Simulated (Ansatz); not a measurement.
One change: `BOCCO` becomes `OCCOCCO`.

Ansatz, PBE0-D4/def2-TZVP geometries, multiplicity 1. Each molecule was computed in one conformer, which needn't be the lowest.

```csv
property,`BOCCO`
HOMO energy (PBE0/def2-TZVPP) / eV,-8.19
LUMO energy (ωB97M-V/def2-TZVPP) / eV,1.33
HOMO–LUMO gap (B3LYP/def2-TZVPP) / eV,7.21
size of the dipole moment (ωB97M-V/def2-TZVPP) / D,1.60
LUMO energy (PBE0/def2-TZVPP) / eV,-0.50
HOMO energy (B3LYP/def2-TZVPP) / eV,-7.97
```

(1) What does the change do to each property? (Estimate.)

Results:

(1) Computed: 
```
                                          property  `OCCOCCO`  shift
                HOMO energy (PBE0/def2-TZVPP) / eV      -7.85   0.34
             LUMO energy (ωB97M-V/def2-TZVPP) / eV       2.27   0.94
             HOMO–LUMO gap (B3LYP/def2-TZVPP) / eV       8.05   0.84
size of the dipole moment (ωB97M-V/def2-TZVPP) / D       2.68   1.08
                LUMO energy (PBE0/def2-TZVPP) / eV       0.82   1.32
               HOMO energy (B3LYP/def2-TZVPP) / eV      -7.61   0.36
```

With PBE0 the HOMO rises by 0.34 eV and the LUMO rises by 1.32 eV, so the gap widens by about 0.98 eV. PBE moves the HOMO by 0.41 eV and ωB97M-V by 0.33 eV. Dipoles are sizes alone; their direction can turn.

B3LYP here is the variant with VWN-RPA as its local correlation; programs differ in this.
